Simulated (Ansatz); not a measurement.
Geometry optimisation, RKS revPBE-D4/def2-SVP (Ansatz).

Input:

```yaml
crystal:
  periodic: [false, false, false]
  atoms:
    - { symbol: "N", position_ang: [0.7197, -2.3249, 0.8863] }
    - { symbol: C, position_ang: [0.3976, -1.221, 0.4855] }
    - { symbol: Si, position_ang: [-0.0497, 0.501, -0.1465] }
    - { symbol: Br, position_ang: [-1.9568, 0.5033, -1.0725] }
    - { symbol: H, position_ang: [0.9615, 0.9648, -1.1702] }
    - { symbol: H, position_ang: [-0.0303, 1.5128, 0.9712] }
basis:
  gaussian: { orbitals: def2-SVP }
hamiltonian:
  xc: revpbe
  dispersion: d4
relax:
  f_tol: 0.02
  max_steps: 40
```

Launched with:

```bash
$ ansatz run input.yaml --threads 2 --pin off --max-ram 3072MiB --backend cpu --events-out ev --progress --plain --runs-dir out
```

Where does it end, and by what steps?

It converged. After 5 steps the energy has fallen by 0.239 eV; Br4 moved furthest, 0.09 Å.

```
step  energy less start (eV)  largest force component (eV/Å)  accepted
   0                  0.0000                           3.722       yes
   1                 -0.2269                           0.363       yes
   2                 -0.2375                           0.182       yes
   3                 -0.2384                           0.025       yes
   4                 -0.2385                           0.026       yes
   5                 -0.2386                           0.011       yes
```

```xyz
6
Properties=species:S:1:pos:R:3
N 0.678 -2.251 0.862
C 0.411 -1.174 0.471
Si -0.009 0.532 -0.149
Br -2.033 0.451 -1.083
H 1.014 0.917 -1.170
H -0.019 1.460 1.023
```

Whether the end is a true minimum wasn't checked by a vibrational analysis.

The run took 15 s on 2 threads of Arm Neoverse N1 (shared host), peak memory 0.14 GiB.
